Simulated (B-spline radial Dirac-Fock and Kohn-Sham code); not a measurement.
**Al⁶⁺: scattering cross sections and density moments**

System: Al⁶⁺ in the configuration 1s2 2s2 2p3.

Input file task.json (cfg lists n, l and occupation; rrms is the nuclear radius in fm):

```json
{"items": [{
  "Z": 13,
  "q": 6,
  "cfg": [[1, 0, 2], [2, 0, 2], [2, 1, 3]],
  "A": 27,
  "rrms": 3.061,
  "do": ["scatter"],
  "s": [0.0, 0.05, 0.1, 0.15, 0.2, 0.25, 0.3, 0.35, 0.4, 0.45, 0.5, 0.6, 0.7, 0.8, 0.9, 1.0, 1.1, 1.2, 1.4, 1.6, 1.8, 2.0, 2.5, 3.0, 3.5, 4.0, 5.0, 6.0],
  "pz": [0, 0.1, 0.2, 0.3, 0.4, 0.5, 0.6, 0.8, 1.0, 1.2, 1.4, 1.6, 1.8, 2.0, 2.5, 3.0, 4.0, 5.0, 7.0, 10.0, 15.0, 20.0, 30.0, 40.0, 60.0, 100.0],
  "hv_scatter": [1000, 5000, 10000, 20000, 50000, 100000, 200000, 1000000]
}]}
```

Run with: `python xray_run.py task.json out`

Model: relativistic Hartree-Fock (Dirac-Fock) wave functions, averaged over the configuration. Program: a radial B-spline solver.

- Sum of ⟨r⟩: 2.913 bohr
- Sum of ⟨r²⟩: 1.765 bohr²
- Sum of ⟨1/r⟩: 37.999 per bohr
- Langevin diamagnetic susceptibility: -1.40 × 10⁻⁶ cm³/mol
- Lamb shielding (α²/3)Σ⟨1/r⟩: 674.5 ppm

Coherent scattering is the Thomson cross section weighted by f₀², without anomalous dispersion; incoherent scattering is Klein-Nishina weighted by S. The Lamb formula is the non-relativistic shielding expression. Electron correlation is left out. A dash stands where the photon energy is too low for the impulse approximation behind that column.

| hν (keV) | coherent (b) | incoherent (b) | incoherent per electron (b) |
| --- | --- | --- | --- |
| 1 | 32.21 | – | – |
| 5 | 24.87 | 0.7514 | 0.107 |
| 10 | 14.41 | 1.840 | 0.263 |
| 20 | 5.998 | 2.830 | 0.404 |
| 50 | 1.547 | 3.432 | 0.490 |
| 100 | 0.4549 | 3.288 | 0.470 |
| 200 | 0.1226 | 2.800 | 0.400 |
| 1000 | 0.005070 | 1.476 | 0.211 |

Incoherent scattering overtakes coherent scattering between 20 and 50 keV.

Values without a named source are computed, but for edge energies of neutral atoms, which are taken from tables.
